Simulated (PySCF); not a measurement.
C3H6BrF, SMILES F[C@@H](CC)Br.

Geometry optimised at B3LYP-D3(BJ)/def2-SVP. The structure was generated by enumeration; whether it is a known compound was not checked. Other conformers were not sampled.

Method: TDA-PBE/def2-SVPD run with PySCF.

Vertical excitations. Isolated molecule, no solvent.

| state | energy (eV) | λ (nm) | f | main pairs |
|---|---|---|---|---|
| S1 | 5.73 | 216 | 0.001 | HOMO→LUMO 99 % |
| S2 | 5.95 | 208 | 0.002 | HOMO−1→LUMO 99 % |
| S3 | 6.72 | 184 | 0.027 | HOMO→LUMO+1 99 % |
| S4 | 6.89 | 180 | 0.027 | HOMO−1→LUMO+1 100 % |
| S5 | 7.27 | 171 | 0.008 | HOMO−3→LUMO 89 % |
| S6 | 7.32 | 169 | 0.037 | HOMO−4→LUMO 75 %, HOMO−2→LUMO 14 % |
| S7 | 7.41 | 167 | 0.019 | HOMO→LUMO+2 84 % |
| S8 | 7.50 | 165 | 0.053 | HOMO−1→LUMO+2 41 %, HOMO−2→LUMO 29 %, HOMO−4→LUMO 9 %, HOMO−5→LUMO 7 % |
| S9 | 7.60 | 163 | 0.056 | HOMO−1→LUMO+2 55 %, HOMO−2→LUMO 17 % |
| S10 | 7.73 | 160 | 0.038 | HOMO→LUMO+3 94 % |
| T1 | 5.09 | 243 | 0 | HOMO→LUMO 100 % |
| T2 | 5.26 | 236 | 0 | HOMO−1→LUMO 100 % |
| T3 | 6.40 | 194 | 0 | HOMO−2→LUMO 95 % |
| T4 | 6.62 | 187 | 0 | HOMO→LUMO+1 99 % |
Triplets are in the Tamm–Dancoff approximation.
